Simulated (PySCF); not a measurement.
Isomers of C6H7NS. Theory: PySCF, TDDFT PBE0/def2-SVPD, vertical, gas phase, core orbitals frozen in the response. Geometries: GFN2-xTB; one conformer of each isolated species. Triplets are in the Tamm–Dancoff approximation.

Question: Rank by computed lowest singlet excitation energy, lowest first.
A. `Nc1ccc(S)cc1`
B. `c1c(S)c(ccc1)N`
C. `c1csc(C2CC2)n1`
D. `CSC1=CC=CC=N1`

Answer: A (4.26 eV), D (4.49 eV), B (4.74 eV), C (5.33 eV).

```csv
SMILES,S1 (eV),T1 (eV),LUMO (eV),f (S1),α (au),first f ≥ 0.01 (nm),S1 mainly
Nc1ccc(S)cc1,4.26,3.44,-0.36,0.029,102.0,291,H→L (95%)
CSc1ccccn1,4.49,3.77,-0.84,0.035,98.3,276,H→L (94%)
Nc1ccccc1S,4.74,3.83,-0.35,0.065,99.2,261,H→L (86%)
c1csc(C2CC2)n1,5.33,3.65,-0.66,0.223,91.9,232,H→L (95%)
```

H and L stand for HOMO and LUMO.

- `Nc1ccc(S)cc1`: Löwdin shares by element: HOMO carbon 26% or more, sulfur 26%, nitrogen 17% (atoms not listed hold the other 32%); LUMO carbon 72% or more (atoms not listed hold the other 28%).
- `CSc1ccccn1`: Löwdin shares by element: HOMO sulfur 48%, carbon 27% or more (atoms not listed hold the other 25%); LUMO carbon 54% or more, nitrogen 20% (atoms not listed hold the other 26%).
- `Nc1ccccc1S`: Löwdin shares by element: HOMO carbon 40% or more, nitrogen 22% (atoms not listed hold the other 38%); LUMO carbon 70% or more (atoms not listed hold the other 30%).
- `c1csc(C2CC2)n1`: Löwdin shares by element: HOMO carbon 57% or more, sulfur 11% (atoms not listed hold the other 32%); LUMO carbon 40% or more, sulfur 24%, nitrogen 13% (atoms not listed hold the other 23%).
